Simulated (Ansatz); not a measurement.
Consider the ligand exchange at the Si–N bond: `FB(F)N[SiH3]` + `[OH][Al]([OH])[Cl]` → `[OH][Al]([Cl])[O][SiH3]` + `NB(F)F`.

Program: Ansatz. Geometries: PBE0-D4/def2-TZVP. ΔE: electronic, gas phase. CCSD(T)/CBS adds triple-zeta CCSD(T) − MP2 to the extrapolated MP2 energy (def2 sets, frozen cores). This one scheme is used for every species. Functionals use def2-TZVPP. One conformer a species, not always the lowest.

`FB(F)N[SiH3]`:

Z-matrix (Å, degrees):
```
Si
N 1 1.745
H 1 1.483 2 110.8
H 1 1.484 2 111.1 3 121.2
H 1 1.484 2 106.3 3 -119.4
B 2 1.402 1 126.6 3 -58.5
H 2 1.008 1 117.4 3 121.6
F 6 1.330 2 120.4 1 0.0
F 6 1.328 2 122.2 1 180.0
```

`[OH][Al]([OH])[Cl]`:

Cartesian coordinates in Å:
```
O 0.500 -0.648 1.420
Al 0.054 0.001 -0.064
O -1.503 0.613 -0.228
Cl 1.400 0.049 -1.665
H 1.369 -1.012 1.581
H -1.821 0.996 -1.044
```

`[OH][Al]([Cl])[O][SiH3]`:

Z-matrix (Å, degrees):
```
Si
O 1 1.629
H 1 1.486 2 109.9
H 1 1.486 2 110.5 3 120.5
H 1 1.486 2 109.3 3 -119.6
Al 2 1.671 1 162.1 3 -80.9
Cl 6 2.076 2 120.2 1 1.6
O 6 1.680 2 122.2 1 -178.4
H 8 0.956 6 122.8 2 0.1
```

`NB(F)F`:

Cartesian coordinates in Å:
```
N -0.008 -0.592 0.455
B 0.007 0.512 -0.393
F 0.763 0.530 -1.487
F -0.733 1.587 -0.138
H -0.572 -0.625 1.284
H 0.543 -1.412 0.280
```

| level | ΔE (kJ/mol) |
| --- | --- |
| PBE-D4 | -56.5 |
| B97M-V | -67.5 |
| B2PLYP | -66.8 |
| BLYP | -64.5 |
| r2SCAN | -63.4 |
| HF/def2-SVP | -78.8 |
| CCSD(T)/def2-SVP | -66.8 |
| CCSD(T)/def2-TZVPP | -64.1 |

What does CCSD(T)/CBS give? (An estimate is asked.)

Ansatz gave: -63.7 kJ/mol. The listed levels differ from it by 7.2, -3.8, -3.1, -0.8, 0.3, -15.1, -3.1, -0.4 kJ/mol.

Largest T1 diagnostic among the species: 0.012.

From PBE to PBE0 (25 % exact exchange), in def2-TZVPP and without D4, ΔE moves by −4.1 kJ/mol. Leaving LDA and LC-ωPBE aside and taking each functional with its dispersion term where it has one, the values, not all of them listed here, spread over 18.3 kJ/mol, from BHLYP-D4 to revPBE-D4.
